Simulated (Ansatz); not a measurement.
```yaml
crystal:
  periodic: [false, false, false]
  atoms:
    - {symbol: O, position_ang: [0.750140, -0.248590, 0.384903]}
    - {symbol: Cu, position_ang: [-0.750140, 0.248590, -0.384903]}
basis:
  gaussian: {orbitals: x2c-TZVPPall}
magnetization: {spin_polarized: true, initial_magnetization: 1}
hamiltonian: {xc: {name: M06-2X}}
correlation: {electrons: outside_noble_gas}
```

```sh
$ ansatz run in.yaml --threads 2 --pin off --events-out ev --progress --plain --max-ram 32768MiB --backend cpu
```

How does Ansatz answer? (Estimate.)

Ansatz gave: The input was rejected before any iteration.
```
Error: YAML parse error: error: line 9 column 19: hamiltonian.xc: no functional is named "M06-2X"; the names, which are not case-sensitive, are SVWN5, SPW92, PBE, PBE0, PBEsol, revPBE, revPBE0, RPBE, rPW86-PBE, HSE06, wPBEh, LC-wPBE, HISS, HF, BLYP, B3LYP, B3LYP5, BHLYP, CAM-B3LYP, r2SCAN, r2SCANh, r2SCAN0, r2SCAN50, m-r2SCAN, B97, wB97, wB97X, wB97X-V, B97M-V, wB97M-V, B2PLYP, B2GP-PLYP, PBE0-DH, PBE-QIDH
 7 |   gaussian: {orbitals: x2c-TZVPPall}
 8 | magnetization: {spin_polarized: true, initial_magnetization: 1}
 9 | hamiltonian: {xc: {name: M06-2X}}
10 | correlation: {electrons: outside_noble_gas}
```

HSE06 is defined as in plane-wave codes.
